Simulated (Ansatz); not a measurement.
[ReH9]2- (ReH₉²⁻), relaxed as a singlet with RKS B3LYP-D4/def2-TZVPD in Ansatz, starting from the GFN2-xTB (ALPB water) geometry. Force threshold 0.02 eV/Å.

In the def2 sets Re takes a core potential; there is no spin–orbit coupling. A multiply charged anion in the gas phase is held together partly by the finite basis. Removing one electron lowers the energy by 0.59 eV at PBE0-D4/def2-TZVPD, so it isn't bound. The highest occupied level of the charge -2 singlet lies above zero (up to 2.54 eV). By energy differences it is unbound by 0.59 eV (vertical, to the charge -1 doublet, at PBE0-D4/def2-TZVPD) and held by the finite basis. The relaxation made no stability test and no search for a lower SCF solution.

Start:

```xyz
10

Re   -0.0065   -0.0038    0.0112
H     0.5156    0.2492    1.3880
H     0.7224    0.4275   -1.1979
H    -1.3142   -0.7222   -0.0636
H    -1.0523    0.7396    0.8311
H     0.0795   -1.3141    0.7820
H     0.4435    1.4713    0.1407
H     1.4827   -0.4171    0.0920
H    -0.9543    0.7290   -0.9688
H     0.0835   -1.1593   -1.0147
```

```
step  energy (eV)  largest force component (eV/Å)  SCF passes
   1   -2272.7952                           4.812          15
   2   -2275.9919                           0.281          21
   3   -2275.9962                           0.112          20
   4   -2276.0042                           0.016          19
```

Force components are those of the run's own axes.

End:

| atom | x (Å) | y (Å) | z (Å) |
| --- | --- | --- | --- |
| Re1 | 0.000 | 0.000 | 0.000 |
| H2 | 0.630 | 0.309 | 1.539 |
| H3 | 0.834 | 0.493 | -1.382 |
| H4 | -1.478 | -0.810 | -0.132 |
| H5 | -1.192 | 0.733 | 1.013 |
| H6 | 0.002 | -1.437 | 0.960 |
| H7 | 0.480 | 1.656 | 0.135 |
| H8 | 1.658 | -0.485 | 0.082 |
| H9 | -1.055 | 0.841 | -1.081 |
| H10 | 0.123 | -1.299 | -1.134 |

By distances, no bond broke or formed. The bond that changes most is Re1–H3, from 1.48 to 1.69 Å (atoms count from 1).

No frequencies were taken in this run, so the end may be a saddle point.

Hardware: 4 threads of Arm Neoverse V1 on a shared host. Wall time 3.6 s.
